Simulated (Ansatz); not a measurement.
sulfur difluoride (SMILES FSF) moved off its minimum; all values from Ansatz (a first-principles code), cores frozen in correlated methods.
(charge 0, multiplicity 1)
```xyz
3

F     -1.28483    -0.50442    -0.06234
S     -0.08812     0.56145     0.04655
F      1.25950    -0.51317     0.00261
```

| level | largest force (eV/Å) | on atom | rms difference from CCSD(T)/aug-cc-pV(T+d)Z (eV/Å) | dipole (D) |
|---|---|---|---|---|
| HF/def2-TZVPP | 4.19 | F3 | 0.963 | 1.97 |
| PBE/def2-TZVPP | 2.08 | S2 | 0.359 | 1.36 |
| r2SCAN/def2-TZVPP | 2.56 | F3 | 0.050 | 1.40 |
| B3LYP/def2-TZVPP | 2.45 | F3 | 0.105 | 1.59 |
| wB97M-V/def2-TZVPP | 2.91 | F3 | 0.156 | 1.64 |
| MP2/aug-cc-pV(T+d)Z | 2.74 | F3 | 0.067 | 1.52 |
| CCSD(T)/aug-cc-pV(T+d)Z | 2.66 | F3 | 0.000 | 1.51 |

The differences count from one level among others, with limits of its own. Forces at CCSD(T)/aug-cc-pV(T+d)Z (eV/Å):

```
atom      Fx      Fy      Fz
----  ------  ------  ------
F1     0.442   0.199   0.026
S2     1.721  -1.751  -0.084
F3    -2.162   1.552   0.058
```
